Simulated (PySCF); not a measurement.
```xyz
3
charge 0 multiplicity 1, angstrom
Ir    0.0000    0.0000   -0.0458
S     0.0000    0.0000   -2.0467
Cl    0.0000    0.0000    2.1240
```

These are results of PySCF, PBE0, basis Ir def2-TZVP with ECP60, S def2-TZVP, Cl def2-TZVP (scalar-relativistic core potentials, no spin–orbit coupling, density fitting), not measurements.

This geometry of IrSCl is a stationary point at this level.

(1) What is the point group?

(2) Is it a minimum?

(3) List the harmonic modes with their infrared intensities.

(4) Give the atomic charges and bond orders.

Results:

(1) C∞v.

(2) No: it has 2 imaginary modes (one degenerate set), at 42i cm⁻¹ (π).

(3) 
| symmetry | ω (cm⁻¹) | IR (km/mol, summed over degenerate members) | type |
| --- | --- | --- | --- |
| π | 42i | – | bend |
| σ+ | 417 | 64.0 | stretch |
| σ+ | 606 | 34.0 | stretch |

(4) 
```csv
atom,Mulliken,Löwdin,polar tensor,Mayer order to Ir1
Ir1,0.36,-0.30,0.68,–
S2,-0.09,0.24,-0.21,2.51
Cl3,-0.27,0.06,-0.47,1.11
```

Stability towards spin polarisation was not tested. This need not be the most stable arrangement of these atoms. Spin–orbit coupling, left out here, can matter for elements this heavy.
